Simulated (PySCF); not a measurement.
C3H5ClSi, SMILES C#C[Si@@H](C)Cl. The structure is a stationary point at PBE-D3(BJ)/def2-SVP. The structure was generated by enumeration; whether it is a known compound was not checked.

The numbers are results of PBE-D3(BJ)/def2-SVP in PySCF, not measurements.

Harmonic wavenumbers (cm⁻¹): 110, 143, 164, 188, 324, 327, 507, 615, 663, 696, 708, 730, 733, 829, 866, 1216, 1374, 1378, 2086, 2187, 2980, 3084, 3093, 3389. Rotational constants (GHz): 3.931, 2.165, 1.532; symmetry number 1.

Work out the zero-point energy and the ideal-gas rigid-rotor harmonic-oscillator thermochemistry at 298.15 K and 1 atm.

ZPE = ½ Σ hcν = ½ × 28392 cm⁻¹ = 40.59 kcal/mol. H − E(el) = 45.74 kcal/mol. Entropy in cal/(mol K): translation 39.85, rotation 27.60, vibration 16.33, total 83.78. G − E(el) = 20.76 kcal/mol. Cp = 26.71 cal/(mol K). Modes under 150 cm⁻¹ make the vibrational entropy uncertain.
